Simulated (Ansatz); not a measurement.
This geometry of Cl2F3H2STa (9 atoms, charge 0, multiplicity 1) is a first-order saddle point.

The calculation used RKS B3LYP-D4/def2-SVP (Ansatz 0.2.0).

```xyz
9
Properties=species:S:1:pos:R:3
Ta -0.201 -0.351 -0.235
F 1.919 0.059 -0.314
F 0.212 -1.104 1.446
Cl -0.251 0.151 -2.512
F -0.260 1.407 0.382
Cl -2.362 -1.102 -0.149
S 1.185 -2.409 -1.075
H 1.375 -2.968 0.145
H 2.027 -1.020 -0.705
```

(1) Which two structures does it join? (They come from a converged band through this point; their orientation in space is the band's.)

(2) How far does it lie above each of them?

Answers

(1) Bonds broken: S7–H9. Bonds formed: F2–H9.

Image 0:

```xyz
9
Properties=species:S:1:pos:R:3
Ta -0.084 -0.025 -0.156
F 1.746 0.463 -0.208
F 0.324 -0.846 1.504
Cl -0.183 0.390 -2.461
F -0.810 1.561 0.480
Cl -2.014 -1.356 -0.252
S 1.093 -2.458 -1.054
H 1.194 -3.037 0.166
H 2.378 -2.029 -1.035
```

Image 6:

```xyz
9
Properties=species:S:1:pos:R:3
Ta -0.264 -0.469 -0.262
F 2.046 0.111 -0.305
F 0.227 -1.108 1.446
Cl -0.242 0.123 -2.520
F -0.184 1.310 0.322
Cl -2.455 -1.081 -0.117
S 1.009 -2.457 -1.071
H 1.205 -3.020 0.146
H 2.302 -0.747 -0.656
```

(2) 0.99 eV above the first and 0.13 eV above the second. This is the barrier of this one path; another mechanism may lie lower. The orbitals stay closed-shell, which can raise the energy where a bond breaks towards radicals; this wasn't checked here.

Run time: 5.5 min on 4 threads of Arm Neoverse V1, with other jobs on the host, peak memory 0.48 GiB.
